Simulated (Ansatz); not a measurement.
`O[SiH2][SiH](O)O`, relaxed with RKS PBE0-D4/def2-TZVP in Ansatz from a PBE-D4/def2-SVP geometry. The force threshold is 0.005 eV/Å; the program also tests the step.

The species carries charge 0 and has multiplicity 1.

Start:

```xyz
11

O    -1.848   -0.962    0.733
Si   -1.449    0.151   -0.472
Si    0.840    0.546   -0.027
O     1.931    0.057   -1.211
O     0.875   -0.437    1.363
H    -1.066   -1.080    1.316
H    -2.288    1.401   -0.390
H    -1.666   -0.440   -1.843
H     1.313    1.933    0.307
H     1.677   -0.755   -1.685
H     1.682   -0.415    1.909
```

Problem. By how much does the energy fall, and how many steps does the optimiser take? (Best estimate.)

Solution. The calculation gave: 10.59 kJ/mol, in 28 steps, 3 of them rejected.

Problem. Which bonds change most? (Estimate.)

Solution. Ansatz gave: Si3–O5 from 1.703 to 1.658 Å; Si3–O4 from 1.682 to 1.647 Å; O1–Si2 from 1.687 to 1.653 Å; Si2–H7 from 1.508 to 1.486 Å.

Problem. Give the relaxed structure. (Estimate.)

Solution. Computed: 
```xyz
11

O    -2.042   -0.695    0.848
Si   -1.417    0.114   -0.452
Si    0.853    0.515    0.024
O     1.876    0.229   -1.234
O     1.039   -0.555    1.278
H    -1.375   -1.051    1.441
H    -2.206    1.354   -0.671
H    -1.530   -0.706   -1.696
H     1.237    1.880    0.464
H     1.706   -0.543   -1.775
H     1.860   -0.542    1.773
```
